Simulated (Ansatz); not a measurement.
Cost and result for the atomization energy of CH3BClI (`CB(Cl)I`) (7 atoms, 6 bonds).

Cartesian coordinates in Å:
```
C -0.007 -0.707 0.340
B -0.109 0.715 -0.270
Cl -1.426 1.793 0.099
I 1.404 1.408 -1.611
H -0.844 -0.952 0.994
H 0.056 -1.455 -0.457
H 0.926 -0.802 0.906
```

Total charge 0; spin multiplicity 1. Correlated methods include outer-core shells of I, which these sets cover unevenly. I: def2 effective core potential. The geometry is a stationary point of PBE0-D4/def2-TZVP. Program: Ansatz. All runs use 2 threads of a server CPU on a shared host. Times are those of one run each, without the atoms' runs, and a repeat can differ threefold. Electronic energies, without spin–orbit coupling; frozen cores. CCSD(T)/CBS adds CCSD(T) − MP2 in def2-TZVPP to the MP2 limit, and its time is that of the two runs behind it. T1 = 0.011. With those shells the extrapolation isn't a true limit. B3LYP takes the VWN-RPA correlation (the form of Gaussian; ORCA's B3LYP/G).

CCSD(T)/CBS is a level of theory with its own doubt, some kJ/mol a heavy atom from the limit and from the frozen cores, so smaller differences don't rank the functionals.

| level | functions | wall time | atomization (kcal/mol) | difference from CCSD(T)/CBS | per bond |
| --- | --- | --- | --- | --- | --- |
| LDA (SPW92)/def2-TZVPP | 196 | 1 s | 673.7 | 84.8 | 14.1 |
| BLYP-D4/def2-TZVPP | 196 | 1.5 s | 584.2 | -4.7 | -0.8 |
| revPBE-D4/def2-TZVPP | 196 | 1.6 s | 589.5 | 0.6 | 0.1 |
| PBE0-D4/def2-TZVPP | 196 | 2.6 s | 596.5 | 7.6 | 1.3 |
| BHLYP-D4/def2-TZVPP | 196 | 2.8 s | 574.1 | -14.8 | -2.5 |
| r2SCAN-D4/def2-TZVPP (with forces) | 196 | 3.4 s | 595.9 | 7.0 | 1.2 |
| r2SCANh-D4/def2-TZVPP | 196 | 3.4 s | 592.9 | 4.0 | 0.7 |
| B3LYP-D4/def2-TZVPP (with forces) | 196 | 3.4 s | 587.0 | -1.9 | -0.3 |
| CCSD(T)/def2-SVP | 87 | 3.6 s | 561.9 | -27.0 | -4.5 |
| PBE-QIDH/def2-TZVPP | 196 | 4.1 s | 593.0 | 4.1 | 0.7 |
| MP2/def2-QZVPP | 356 | 13 s | 599.0 | 10.1 | 1.7 |
| CCSD(T)/def2-TZVPP | 196 | 38 s | 574.2 | -14.7 | -2.5 |
| CCSD(T)/CBS(def2) | – | 51 s | 588.9 | 0.0 | 0.0 |

At CCSD(T), def2-SVP lies −27.0 kcal/mol from the extrapolated value and def2-TZVPP −14.7 kcal/mol: correlation converges slowly with the basis, and small sets miss more of it in the bonded molecule than in its fragments. Leaving LDA and LC-ωPBE aside and taking each functional with its dispersion term where it has one, the values, not all of them listed here, spread over 30.1 kcal/mol, from BHLYP-D4 to PBE-D4. LDA lies +73.7 kcal/mol from PBE without D4, its usual overbinding. From r2SCAN to r2SCAN0 (25 % exact exchange), in def2-TZVPP and without D4, the atomization energy moves by −7.4 kcal/mol: exact exchange takes away binding that semilocal exchange gives to molecules.

Spin–orbit coupling would lower the free I atoms strongly, and the atomization energy with them, by more than many differences here.
